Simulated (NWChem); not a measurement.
CH3FMgO; SMILES C[O][Mg][F]

```xyz
7

Mg     0.0727    -1.0189     0.0000
F      0.5060    -2.7031     0.0008
O     -0.3651     0.6855    -0.0007
C     -0.7102     2.0272    -0.0013
H     -1.3054     2.2959     0.8871
H      0.1803     2.6775    -0.0045
H     -1.3103     2.2938    -0.8871
```
Atoms are numbered in this order, from 1.

All runs: NWChem. Structure relaxed at the B3LYP/6-31G* (spherical d) level. GIAO values for the isolated, static molecule; σ is the absolute isotropic shielding, δ = σ(reference) − σ with the isolated reference molecule computed at the same levels (13C: tetramethylsilane, 19F: trichlorofluoromethane, 1H: tetramethylsilane, 17O: water).

**Question.** Estimate the computed values for PBE0/pcSseg-1. Quantities: σ Mg1 (ppm); δ F2 (ppm); δ O3 (ppm); δ C4 (ppm); δ H5 (ppm).

**Answer.** 
```json
{
  "σ Mg1 (ppm)": "543.2",
  "δ F2 (ppm)": "-282.4",
  "δ O3 (ppm)": "-61.8",
  "δ C4 (ppm)": "56.2",
  "δ H5 (ppm)": "4.00"
}
```
